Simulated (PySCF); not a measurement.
CH4AlO, SMILES [CH3][Al][OH], multiplicity 2. The structure is a stationary point at r2SCAN-D4/def2-TZVP. The spin state was assumed, not searched. The isomer is the one that the SMILES or the coordinates give; other isomers of the formula were not compared. Other conformers were not sampled.

Computed equilibrium geometry at r2SCAN-D4/def2-TZVP (PySCF confirms it by a frequency run) as a Z-matrix, and its point group (one conformer of several):
point group Cs.
```
Al
O 1 1.7095
H 2 0.9586 1 123.61
C 1 1.9650 2 114.09 3 180.00
H 4 1.0905 1 114.23 2 180.00
H 4 1.0951 5 108.59 1 121.72
H 4 1.0951 5 108.59 6 116.57
```
Charge 0, spin multiplicity 2.
